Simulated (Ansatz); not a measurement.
H3AlN, SMILES `[NH2][AlH-]` (excited triplet) (charge -1, multiplicity 3). This triplet is an excited state, 1.12 eV above the relaxed singlet at the level frozen-core CCSD(T)/aug-cc-pVTZ // B3LYP-D3(BJ)/def2-TZVPD (Ansatz, a program for electronic structure).

Method: LDA/aug-cc-pVTZ // B3LYP-D3(BJ)/def2-TZVPD in Ansatz.

Ansatz 0.2 input:
```yaml
crystal:
  periodic: [false, false, false]
  atoms:
    - { symbol: N, position_ang: [-0.706498, 0.072958, -0.137054] }
    - { symbol: Al, position_ang: [1.004268, -0.249038, 0.550545] }
    - { symbol: H, position_ang: [-1.30599, -0.721743, -0.319108] }
    - { symbol: H, position_ang: [-1.270856, 0.78965, 0.301065] }
    - { symbol: H, position_ang: [2.279075, 0.108172, -0.395448] }
basis:
  gaussian: { orbitals: aug-cc-pVTZ }
hamiltonian:
  xc: lda
total_charge: -1
magnetization:
  spin_polarized: true
  initial_magnetization: 2
```

Output:

```
Functional definition: SPW92
749 factors; their error is unknown
mean field evaluation 1: about -8092.5646 eV, gradient 2.0e1 eV
mean field evaluation 2: about -8085.1405 eV, gradient 4.4e1 eV
mean field evaluation 4: about -8094.6158 eV, gradient 1.5e0 eV
mean field evaluation 8: about -8094.6437 eV, gradient 8.3e-2 eV
mean field evaluation 16: about -8094.6241 eV, gradient 1.9e-5 eV
mean field evaluation 32: about -8088.7665 eV, gradient 9.4e0 eV
mean field -8094.62411556 eV, -297.4719495134 hartree, gradient 1.9e-5 eV, S^2 2.001320; 8 other end points of the search recorded, 0 dependent functions left out
reference -8094.62415900 eV, -297.4719511099 hartree; 13, 11 occupied and 152, 154 virtual orbitals, 749 factors
Total energy: -8094.62415900 eV, -297.4719511099 hartree
```
